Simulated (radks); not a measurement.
Valence configurations of Ti I (all share [Ar]). Calculated with a radial shooting solver on a logarithmic mesh with Libxc functionals: Dirac Kohn-Sham, PBE, spin-unpolarised, spherical densities, finite nucleus; open shells fill j = l - 1/2 first; Fermi nuclear charge, rms radius 3.5921 fm. Energies are relative to 3d2 4s2; eigenvalues in eV.

| valence | E (eV) | e(3d3/2) | e(4p1/2) | e(4s1/2) |
|---|---|---|---|---|
| 3d2 4s2 | 0.000 | -4.274 | - | -4.464 |
| 3d2.5 4s1.5 | 0.346 | -2.895 | - | -4.038 |
| 3d3 4s1 | 1.094 | -1.919 | - | -3.724 |
| 4s2 4p2 | 13.820 | - | -3.611 | -7.873 |
| 3d4 | 3.291 | -1.024 | - | - |
| 3d2 4s1.5 4p0.5 | 1.509 | -4.897 | -1.800 | -4.856 |
| 3d1 4s2 4p1 | 4.666 | -9.329 | -2.582 | -6.208 |
| 3d2 4p2 | 6.240 | -6.579 | -2.589 | - |
| 3d1.5 4s2 4p0.5 | 1.836 | -6.660 | -2.045 | -5.344 |
| 3d2 4s1 4p1 | 3.054 | -5.484 | -2.084 | -5.210 |

NIST lists [Ar] 3d2 4s2 as the ground configuration; this level of theory agrees among the configurations tried. The energies are those of spherical spin-averaged densities, not of single terms.
